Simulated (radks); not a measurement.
The numbers below are computed, except where a source is named.
The sulfur ion S2+ inside a hard spherical wall (all orbitals vanish at R), configuration held at [Ne] 3s2 3p2 and not refilled when levels cross. Code: a radial shooting solver on a logarithmic mesh with Libxc functionals. Model: scalar-relativistic Kohn-Sham, PBEsol, spin-polarised, spherical densities, point nucleus; open shells are filled with parallel spins first. Eigenvalues in eV for spin up, with the zero of energy where the potential of the charges vanishes at infinity; a dash marks a level that is unbound or too diffuse for the functional's potential to be trusted. A positive occupied level is held by the wall or, in an anion where self-interaction has pushed it up, behind a barrier. The pressure on the wall is -dE/dV.

R (bohr) = free: E (hartree) -397.20453; kinetic (hartree) 398.705; e(2s) -236.93; e(2p) -182.14; e(3s) -40.380; e(3p) -28.944; e(3d, empty) -13.791; e(4s, empty) -11.864; pressure (GPa) 0
R (bohr) = 20: E (hartree) -397.20453; kinetic (hartree) 398.705; e(2s) -236.93; e(2p) -182.14; e(3s) -40.380; e(3p) -28.944; e(3d, empty) -13.791; e(4s, empty) -11.864; pressure (GPa) < 0.0001
R (bohr) = 12: E (hartree) -397.20453; kinetic (hartree) 398.705; e(2s) -236.93; e(2p) -182.14; e(3s) -40.380; e(3p) -28.944; e(3d, empty) -13.791; e(4s, empty) -11.863; pressure (GPa) < 0.0001
R (bohr) = 10: E (hartree) -397.20453; kinetic (hartree) 398.705; e(2s) -236.93; e(2p) -182.14; e(3s) -40.380; e(3p) -28.944; e(3d, empty) -13.791; e(4s, empty) -11.854; pressure (GPa) < 0.0001
R (bohr) = 8: E (hartree) -397.20453; kinetic (hartree) 398.705; e(2s) -236.93; e(2p) -182.14; e(3s) -40.380; e(3p) -28.944; e(3d, empty) -13.784; e(4s, empty) -11.738; pressure (GPa) 0.000200
R (bohr) = 7: E (hartree) -397.20450; kinetic (hartree) 398.705; e(2s) -236.92; e(2p) -182.14; e(3s) -40.379; e(3p) -28.943; e(3d, empty) -13.761; e(4s, empty) -11.443; pressure (GPa) 0.00335
R (bohr) = 4: E (hartree) -397.16382; kinetic (hartree) 399.036; e(2s) -235.76; e(2p) -180.97; e(3s) -39.606; e(3p) -27.950; e(3d, empty) -11.497; e(4s, empty) 0.807; pressure (GPa) 13.7
R (bohr) = 3: E (hartree) -396.81680; kinetic (hartree) 400.894; e(2s) -230.74; e(2p) -175.89; e(3s) -35.458; e(3p) -22.756; e(3d, empty) -4.302; e(4s, empty) 30.609; pressure (GPa) 224
R (bohr) = 1.5: E (hartree) -384.63270; kinetic (hartree) 435.933; e(2s) -185.11; e(2p) -128.61; e(3s) 65.358; e(3p) 80.860; e(3d, empty) 83.554; e(4s, empty) 389.71; pressure (GPa) 34600
